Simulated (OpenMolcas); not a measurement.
**Nb²⁺: effect of the active space**

```
Program             : OpenMolcas 26.06
Method              : CASSCF or its RAS form
Basis               : ANO-RCC-VQZP
Scalar Hamiltonian  : DKH2, point nucleus
Spin-orbit coupling : state interaction with AMFI integrals over the reference wave functions, term energies averaged over their components
```

A. 3 electrons in 5 orbitals (4d); 2S+1 = 4 even, 10 roots; 2S+1 = 2 even, 40 roots; cost about 18 core-seconds
B. 3 electrons in 6 orbitals (4d 5s); 2S+1 = 4 even, 20 roots; 2S+1 = 2 even, 70 roots kept (CI in the orbitals of an earlier block); cost about 40 core-seconds
C. 9 electrons in 8 orbitals (RAS1 4p, at most 2 holes; RAS2 4d); 2S+1 = 4 even, 10 roots; 2S+1 = 2 even, 40 roots; cost of the order of 30 core-seconds
D. 3 electrons in 10 orbitals (4d 5d); 2S+1 = 4 even, 10 roots; 2S+1 = 2 even, 40 roots; cost roughly 22 core-seconds

Energies in cm⁻¹ above 4d³ ⁴F_3/2, the measured ground level; measured values from the list in Shadmi, J. Res. Natl. Bur. Stand. 70A, 435 (1966).

```tsv
Level	A	B	C	D	Measured
4d³ ⁴F_3/2	0.0	0.0	0.0	0.0	0.0
4d³ ⁴F_5/2	499	516	536	504	516
4d³ ⁴F_7/2	1153	1190	1234	1164	1177
4d³ ⁴F_9/2	1930	1986	2055	1948	1939
4d³ ⁴P_1/2	11336	11400	10793	11104	8664
4d³ ⁴P_3/2	11442	11380	10868	11216	8608
4d³ ⁴P_5/2	12129	12318	11657	11931	9594
4d³ ²G_7/2	12147	11946	12304	11802	9236
4d³ ²G_9/2	12693	12538	12926	12363	9804
4d³ ²P_3/2 [51 %]	15696	14079	14540	15274	
4d³ ²P_1/2	15814	13732	14718	15457	
4d³ ²H_9/2	15995	16305	16912	15577	12916
4d³ ²H_11/2	16338	16692	17312	15941	13264
4d³ ²D_5/2(1)	17817	16959	16670	17334	13094
4d³ ²D_3/2(1) [58 %]	17861	16666	16721	17410	
4d³ ²F_7/2	26506	25147	26308	25903	19861
4d³ ²F_5/2	26759	25150	26571	26153	19975
4d³ ²D_5/2(2)	41240	41808	39153	39874	
4d³ ²D_3/2(2)	41531	41876	39501	40120
```

Deviations, from unrounded energies. A percentage is the sum of absolute deviations over the sum of measured energies, with the sign that they share, or ± where signs differ.

```tsv
Against measurement	Levels	A	B	C	D
mean absolute deviation (cm-1)	13	2900	2700	2900	2600
fine structure of the ground term (%)	3	-1.4	+1.7	+5.3	±0.9
other terms of the ground configuration (%)	10	+30.5	+27.9	+29.8	+27.4
```

B, D lie about equally close to measurement and A furthest from it. The largest miss of D in the table is 4d³ ²F_5/2, by +6200 cm-1. The ranking rests on the paired levels alone, and a cruder setting can come out closer through cancelling errors.

Among A to D the level of the table that moves most is 4d³ ²D_5/2(2), by 2700 cm-1 (lowest in C, highest in B).

Without dynamic correlation excited terms often stand tens of per cent too high (terms of higher spin than the ground term too low), and those without a measured partner can miss by more than the paired ones. Levels of configurations with an s electron are missing; early in the row they begin among the upper levels of the d shell and mix with terms of their name (holds for A). Terms from blocks run as CI alone lack orbitals of their own (holds for B). Active for correlation alone: 4p; no level in the range computed is led by a configuration that opens it, so any true level of that kind is missing (holds for C). Active for correlation alone: 5d; no level in the range computed is led by a configuration that fills it, so any true level of that kind is missing (holds for D). Measured partners are found by configuration, term and J. A level has none where our copy of the source lacks it or the pairing is in doubt (some pairs that miss far off the trend of their configuration count as doubtful), and it then counts in no deviation. Levels of configurations outside the active space are missing. Levels that lie high or do not pair safely by name in every column are left out.

A share in square brackets marks a mixed level and gives the weight of the term that names it, the lowest over the columns. A number in round brackets counts repeated terms of one configuration in the order of the reference energies.
